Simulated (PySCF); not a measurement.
H₈As₄Si (SMILES [AsH2][Si]([AsH2])([AsH2])[AsH2]), singlet, at a GFN2-xTB geometry; PySCF with DF-CAMB3LYP/6-31G**.

The PySCF input:
```python
from pyscf import gto, scf, dft

mol = gto.Mole()
mol.atom = '''
    As   -0.73837600    1.38241551   -1.82433396
    Si   -0.02004368   -0.00245882    0.00338929
    As    1.82790838   -1.31666404   -0.79704092
    As    0.75355520    1.39688135    1.79551434
    As   -1.74746386   -1.46764982    0.81127819
    H    -1.02084669    0.14184156   -2.63656408
    H    -2.15951358    1.35056682   -1.32471898
    H     2.42844757   -0.07470261   -1.41243984
    H     2.59983424   -1.02984113    0.46852774
    H    -0.65453533    1.59486999    2.30036003
    H     0.86745798    0.17596406    2.67658873
    H    -2.66978784   -0.28252315    0.94987101
    H    -2.26602780   -1.67619079   -0.58785744
'''
mol.basis = '6-31g**'
mol.verbose = 4
mol.max_memory = 1800
mol.build()

mf = dft.RKS(mol)
mf.xc = 'camb3lyp'
mf = mf.density_fit(auxbasis='def2-universal-jkfit')
mf.kernel()
```

### Question
What does PySCF print? Leave out banner, timings and long lists.

### Answer

```
PySCF version 2.14.0

[INPUT] verbose = 4
[INPUT] num. atoms = 13
[INPUT] num. electrons = 154
[INPUT] charge = 0
[INPUT] spin (= nelec alpha-beta = 2S) = 0
[INPUT] symmetry False subgroup None
[INPUT] Mole.unit = angstrom
[INPUT] Symbol           X                Y                Z      unit          X                Y                Z       unit  Magmom
[INPUT]  1 As    -0.738376000000   1.382415510000  -1.824333960000 AA   -1.395328416952   2.612386704251  -3.447491544143 Bohr   0.0
[INPUT]  2 Si    -0.020043680000  -0.002458820000   0.003389290000 AA   -0.037877065728  -0.004646496390   0.006404829857 Bohr   0.0
[INPUT]  3 As     1.827908380000  -1.316664040000  -0.797040920000 AA    3.454246218997  -2.488134433663  -1.506189048871 Bohr   0.0
[INPUT]  4 As     0.753555200000   1.396881350000   1.795514340000 AA    1.424012947742   2.639723180013   3.393030355329 Bohr   0.0
[INPUT]  5 As    -1.747463860000  -1.467649820000   0.811278190000 AA   -3.302228107975  -2.773456206567   1.533093589933 Bohr   0.0
[INPUT]  6 H     -1.020846690000   0.141841560000  -2.636564080000 AA   -1.929120659269   0.268041701481  -4.982384021066 Bohr   0.0
[INPUT]  7 H     -2.159513580000   1.350566820000  -1.324718980000 AA   -4.080889228479   2.552201402725  -2.503356064213 Bohr   0.0
[INPUT]  8 H      2.428447570000  -0.074702610000  -1.412439840000 AA    4.589100815166  -0.141167473690  -2.669124465024 Bohr   0.0
[INPUT]  9 H      2.599834240000  -1.029841130000   0.468527740000 AA    4.912974682867  -1.946117687513   0.885389110361 Bohr   0.0
[INPUT] 10 H     -0.654535330000   1.594869990000   2.300360030000 AA   -1.236892512552   3.013867485388   4.347050444596 Bohr   0.0
[INPUT] 11 H      0.867457980000   0.175964060000   2.676588730000 AA    1.639258006768   0.332523881167   5.058019647797 Bohr   0.0
[INPUT] 12 H     -2.669787840000  -0.282523150000   0.949871010000 AA   -5.045167828294  -0.533891377349   1.794996062564 Bohr   0.0
[INPUT] 13 H     -2.266027800000  -1.676190790000  -0.587857440000 AA   -4.282171932651  -3.167541525618  -1.110889561888 Bohr   0.0

nuclear repulsion = 1507.60303120503
number of shells = 80
number of NR pGTOs = 487
number of NR cGTOs = 186
basis = 6-31g**
ecp = {}

******** <class 'pyscf.df.df_jk.DFRKS'> ********
method = DFRKS
initial guess = minao
damping factor = 0
level_shift factor = 0
DIIS = <class 'pyscf.scf.diis.CDIIS'>
diis_start_cycle = 1
diis_space = 8
diis_damp = 0
SCF conv_tol = 1e-09
SCF conv_tol_grad = None
SCF max_cycles = 50
direct_scf = False
XC library pyscf.dft.libxc version 7.1.2
    S. Lehtola, C. Steigemann, M. J. T. Oliveira, and M. A. L. Marques,  SoftwareX 7, 1–5 (2018)
XC functionals = camb3lyp
    T. Yanai, D. P. Tew, and N. C. Handy,  Chem. Phys. Lett. 393, 51 (2004)
radial grids:
    Treutler-Ahlrichs [JCP 102, 346 (1995); DOI:10.1063/1.469408] (M4) radial grids

becke partition: Becke, JCP 88, 2547 (1988); DOI:10.1063/1.454033
pruning grids: <function nwchem_prune>
grids dens level: 3
symmetrized grids: False
atomic radii adjust function: <function treutler_atomic_radii_adjust>
small_rho_cutoff = 0
Set gradient conv threshold to 3.16228e-05
Initial guess from minao.
tot grids = 179344
******** <class 'pyscf.df.df.DF'> ********
auxbasis = def2-universal-jkfit
Create RSH-DF object <pyscf.df.df.DF object> for omega=0.33
******** <class 'pyscf.df.df.DF'> ********
auxbasis = auxmol.basis = def2-universal-jkfit
init E= -9234.24156463184
  HOMO = -0.275894854304966  LUMO = -0.0663938981510439  gap/eV = 5.70081
cycle= 1 E= -9237.10146206192  delta_E= -2.86  |g|= 0.396  |ddm|= 3.49
  HOMO = -0.297733041740004  LUMO = -0.00937715137840645  gap/eV = 7.84656
cycle= 2 E= -9237.11861175966  delta_E= -0.0171  |g|= 0.279  |ddm|= 0.624
  HOMO = -0.288370565969825  LUMO = 0.00626407742723956  gap/eV = 8.01742
cycle= 3 E= -9237.13215318313  delta_E= -0.0135  |g|= 0.0434  |ddm|= 0.322
  HOMO = -0.295269571357867  LUMO = 0.000862601373161631  gap/eV = 8.05817
cycle= 4 E= -9237.13283427377  delta_E= -0.000681  |g|= 0.0165  |ddm|= 0.0878
  HOMO = -0.294597826392749  LUMO = 0.00263523877763205  gap/eV = 8.08812
cycle= 5 E= -9237.13294279378  delta_E= -0.000109  |g|= 0.00411  |ddm|= 0.0354
  HOMO = -0.294338394951771  LUMO = 0.00282159909121571  gap/eV = 8.08614
cycle= 6 E= -9237.13294668192  delta_E= -3.89e-06  |g|= 0.00076  |ddm|= 0.00629
  HOMO = -0.294392311804477  LUMO = 0.00281427314465788  gap/eV = 8.08740
cycle= 7 E= -9237.13294692063  delta_E= -2.39e-07  |g|= 0.000192  |ddm|= 0.0022
  HOMO = -0.294407535616508  LUMO = 0.00281221905855222  gap/eV = 8.08776
cycle= 8 E= -9237.13294693762  delta_E= -1.7e-08  |g|= 4.44e-05  |ddm|= 0.000557
  HOMO = -0.294409121159304  LUMO = 0.00281315203284205  gap/eV = 8.08783
cycle= 9 E= -9237.13294693872  delta_E= -1.1e-09  |g|= 1.22e-05  |ddm|= 0.000156
  HOMO = -0.294408936871503  LUMO = 0.00281377205732181  gap/eV = 8.08784
cycle= 10 E= -9237.13294693877  delta_E= -4.91e-11  |g|= 2.34e-06  |ddm|= 3.44e-05
  HOMO = -0.294409012693888  LUMO = 0.00281370467097286  gap/eV = 8.08784
Extra cycle  E= -9237.13294693879  delta_E= -2e-11  |g|= 1.17e-06  |ddm|= 9.65e-06
converged SCF energy = -9237.13294693879
```
